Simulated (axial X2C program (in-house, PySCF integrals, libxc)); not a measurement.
Values are calculated unless marked as measured or tabulated.
**GeH: input and output of an EOM-EA-CCSD run**

Program: an in-house all-electron X2C program for linear molecules (integrals from PySCF).

Input and command:
```json
{"zs": [32, 1], "q": 0, "bas": ["dyall-acv3z", "dyall-av3z"], "r0": 1.53, "eom": "ea", "thr": -2.0, "nmax": 92, "grid": [1, 0.96, 1.045, 0.92, 1.09, 1.15]}
```
```bash
python soeom.py task.json out
```

Keys: zs atomic numbers; q charge; bas basis sets; r0 starting distance in Å; eom kind of EOM run; thr threshold in hartree for freezing inner shells (an s shell follows its p shell); nmax most natural virtual spinors; grid distances as factors.

Output at R = 1.598 Å (near the PBE0 minimum at charge 0 of the determinant lowest at the starting distance; the state shown can have its own minimum elsewhere), reference GeH⁺:

```
two-component X2C + atomic mean field  HF
basis functions 150  fitting functions 814  grid points 5071
iter        total energy     max residual
   1      -2096.732793167     2.93e-01
   2      -2096.751430157     7.63e-03
   3      -2096.752020534     5.73e-03
   4      -2096.752204755     8.04e-04
   5      -2096.752218061     1.50e-04
   6      -2096.752219048     2.47e-05
   7      -2096.752219139     1.70e-05
   8      -2096.752219181     1.04e-05
   9      -2096.752219204     3.89e-06
  10      -2096.752219208     3.26e-07
  11      -2096.752219208     9.53e-08
converged
one-electron -2932.17366484  Coulomb 904.22989572  exact exchange -78.68386603  xc functional 0.00000000  nuclear repulsion 10.59679021  atomic mean-field constant -0.72137426
correlated 14  virtual 218  natural virtual 92  E(MP2) -0.463780660  MP2 remainder -0.057484430
iter   CCSD correlation   residual
   1     -0.384885152   1.13e-01
   2     -0.397612802   4.44e-02
   3     -0.397928563   1.79e-02
   4     -0.397810803   4.06e-03
   5     -0.397885248   1.13e-03
   6     -0.397871438   4.18e-04
   7     -0.397870758   2.08e-04
   8     -0.397873860   1.29e-04
   9     -0.397870620   7.54e-05
  10     -0.397872446   3.39e-05
  11     -0.397871608   9.82e-06
  12     -0.397871976   3.62e-06
  13     -0.397871988   1.42e-06
(T) -0.007091984  T1 0.0159  D1 0.0331  max T2 0.057
EOM-EA-CCSD roots
2*Omega      energy/Eh   energy/eV  one-particle weight
    1      -0.28189644     -7.6708      0.960
    1      -0.14463612     -3.9357      0.000
    1      -0.12444065     -3.3862      0.979
    1      -0.09632704     -2.6212      0.966
    1      -0.07599006     -2.0678      0.978
    3      -0.27803394     -7.5657      0.961
    3      -0.14446878     -3.9312      0.000
    3      -0.08767118     -2.3857      0.083
    3      -0.07480246     -2.0355      0.991
    5      -0.08732239     -2.3762      0.085
    5      -0.03973390     -1.0812      0.902
    7       0.06346782      1.7270      0.000
```
T1 in the output is the amplitude norm over the root of the electron number; divide by √2 for the Lee–Taylor value.

Reference electrons by ω block (each with its −ω partner): 1/2: 11, 3/2: 4, 5/2: 1. Root energies count from the CCSD energy of the reference. Roots of positive energy are unbound. The reference need not be the lowest state of its species. All roots sought are printed; those with a small one-particle weight need a further excitation, are placed far too high, and may in truth lie low or lowest. Inner shells are frozen, and levels at this size can be off by some tenths of an eV.
